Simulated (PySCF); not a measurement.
Mo(O)(S)(Cl)(SH) (ClHMoOS2), SMILES [O]=[Mo](=[S])([SH])[Cl], multiplicity 1. Geometry optimised at PBE-D3(BJ)/def2-SVP. The multiplicity is an assumed one; no other spin state was optimised. The structure was generated by enumeration; whether it is a known compound was not checked. The def2 effective core potentials stand for the cores of Mo; spin–orbit coupling is left out. The values are those of a single conformer.

Problem. Give the equilibrium geometry at PBE-D3(BJ)/def2-SVP (PySCF confirms it by a frequency run) as a Z-matrix. (Estimate from the structure and the level; the computed values follow.)

Solution. This is not unique; one that fits is 
```
Mo
O 1 1.6850
S 1 2.1304 2 109.60
Cl 1 2.2738 2 110.87 3 121.51
S 1 2.3279 2 105.24 3 -116.62
H 5 1.3665 1 94.41 2 157.64
```
